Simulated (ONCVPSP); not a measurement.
# Before and after: ONCV potential for Sc (Z = 21)

```json
{
  "Element": "scandium (Sc)",
  "Generator": "ONCVPSP 4.0.1",
  "Type": "optimised norm-conserving Vanderbilt (ONCV)",
  "Functional": "PBE",
  "Relativity": "fully relativistic",
  "Frozen core": "[Ne]",
  "Valence charge": "11",
  "Reference configuration": "3s2 3p6 (charge +3)",
  "Partial waves": "3s: rc 1.30 bohr, ncon 5, nbas 8, qcut 7.8 1/bohr, 3 projectors, debl 3.3 Ha; 3p: rc 1.30 bohr, ncon 4, nbas 9, qcut 8.6 1/bohr, 2 projectors, debl 0.7 Ha; d scattering state at 0.06 Ha: rc 1.20 bohr, ncon 4, nbas 7, qcut 9.1 1/bohr, 2 projectors, debl 1.5 Ha; f scattering state at 0.14 Ha: rc 1.20 bohr, ncon 4, nbas 7, qcut 8.3 1/bohr, local",
  "Local potential": "the f channel",
  "Core correction": "polynomial model core, fcfact 0.25"
}
```

Open shells are filled in proportion to 2j + 1.

In the p channel the program set the typed energies aside and used -2.367, 0.250 Ha (j = l + 1/2; the other j can differ). In the d channel the program set the typed energies aside and used 0.050, 1.550 Ha (j = l + 1/2; the other j can differ).

All-electron outer shells of the reference configuration (PBE, scalar-relativistic, ld1.x):

```json
{"shell": "3p", "level (eV)": "-64.60", "outermost node (bohr)": "0.39", "outermost maximum (bohr)": "0.96"}
```

Change: all radii but the core radius scaled by about 1.11 (s 1.44, p 1.44, d 1.34, f 1.34 bohr).

Cutoffs: the cutoffs (Ha) at which the residual kinetic energy of the hardest occupied pseudo-wave falls to 1 and 0.1 mHa per electron; they do not see the model core or the augmentation charge, which bear on the density cutoff. Errors are all-electron minus pseudo energies relative to the spin-unpolarised reference configuration.

What does the change do?

The potential gets softer (29 Ha and 81 Ha → 26 Ha and 42 Ha); of the 3 tests that both files solve, the error grows in 3 and shrinks in 0 by more than 15 % and 0.3 meV (median size 16.5 → 22.6 meV); neither file shows a bound ghost. A larger radius leaves more room for a smooth pseudo-wave, so fewer plane waves are needed. More of the atom is replaced by a form fitted at one configuration, so other configurations suffer.

```tsv
quantity	base	changed
cutoff, loose	29 Ha	26 Ha
cutoff, tight	81 Ha	42 Ha
loose cutoff by channel	s 29 Ha, p 16 Ha	s 26 Ha, p 17 Ha
bound ghosts	none	none
GHOST(+) flags under 300 eV	none	none
tests with a reliable result	3 of 4	3 of 4
error for 3s2 3p6 3d1 4s1, meV [ΔE -37.64 eV]	+17	+23
error for 3s2 3p6 3d1, meV [ΔE -24.87 eV]	+17	+24
error for 3s2 3p6 3d1 4p2, meV [ΔE -38.86 eV]	+16	+22
rms error of d²Exc/dni dnj with the model core, mHa	8.60	9.05
```
